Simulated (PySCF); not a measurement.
## V: excitation energy

V [Ar] 3d3 4s2 (4F) → V [Ar] 3d4 4s1 (6D), as a difference of total energies. All numbers are calculated (PySCF 2.14, the non-relativistic Hamiltonian (point nucleus), in def2-QZVPPD). Correlated levels: valence: [Ar] frozen; valence and next inner shell: [Ne] frozen. The calculations carry no spin-orbit coupling.

```tsv
method	excitation energy (cm⁻¹)	difference from reference (cm⁻¹)
UHF	1882.0	-95
LDA	-7816.5	-9794
PBE	-6818.0	-8795
PBE0	-4631.9	-6609
r2SCAN	-6083.1	-8060
TPSSh	-4720.6	-6698
revPBE	-6798.2	-8775
B97-3	816.83	-1160
HSE06	-4667.7	-6645
MP2 (valence)	1641.1	-336
SCS-MP2 (valence)	8114.1	+6137
MP2 (valence and next inner shell)	-2264.6	-4242
SCS-MP2 (valence and next inner shell)	3881.8	+1905
```

Reference: 1977.3 cm⁻¹ (measured; NIST levels, between the centres of gravity of the two terms).

These non-relativistic numbers lack the scalar-relativistic shift.

Errors of the correlated levels include the incompleteness of this basis and the frozen core.
